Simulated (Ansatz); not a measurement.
Consider the cleavage of the Si–Al bond: `[SiH3][AlH][Cl]` + `[OH][GeH2][O][SiH3]` → `[SiH3][O][GeH2][O][SiH3]` + `[AlH2][Cl]`.

Isolated molecules relaxed with PBE0-D4/def2-TZVP in Ansatz; ΔE leaves out vibrations. CBS: MP2 limit from def2 TZ/QZ plus the TZ coupled-cluster correction, frozen cores. This one scheme is used for every species. Functionals use def2-TZVPP. B3LYP here is the variant with VWN-RPA as its local correlation; programs differ in this. For Ge outer-core shells are correlated without core-valence functions, which leaves a few kJ/mol of doubt a bond. Scalar relativity is left out up to krypton. Each species was taken in one conformer, which may not be the lowest.

Question: Is it downhill or uphill in electronic energy at CCSD(T)/CBS, and by how much? (Best estimate.)

Answer: Ansatz gave: Downhill: ΔE = -22.3 kcal/mol.

Question: What do these levels give: PBE-D4, r2SCAN-D4, PBE0-D4, B3LYP-D4, B2PLYP, PBE0, HF/def2-TZVPP, MP2/def2-TZVPP, CCSD/def2-TZVPP, HF/def2-QZVPP, SCS-MP2/def2-QZVPP, MP2/CBS(def2)? (Best estimate.)

Answer: Ansatz gave: PBE-D4 -15.6, r2SCAN-D4 -20.3, PBE0-D4 -17.8, B3LYP-D4 -22.5, B2PLYP -22.7, PBE0 -17.0, HF/def2-TZVPP -27.8, MP2/def2-TZVPP -24.2, CCSD/def2-TZVPP -22.8, HF/def2-QZVPP -28.5, SCS-MP2/def2-QZVPP -25.4, MP2/CBS(def2) -24.4 kcal/mol.

Largest T1 diagnostic among the species: 0.012.

From PBE to PBE0 (25 % exact exchange), in def2-TZVPP and without D4, ΔE moves by −2.3 kcal/mol. In def2-TZVPP, CCSD(T) changes the Hartree–Fock value by +5.7 kcal/mol (the triples alone add +0.7 kcal/mol) and MP2 by +3.6 kcal/mol. The D4 term adds −1.4 kcal/mol with B3LYP and −0.8 kcal/mol with PBE0; it sums over pairs of atoms, weighted by their polarisabilities, and B3LYP, whose exchange is more repulsive, gets the larger term.
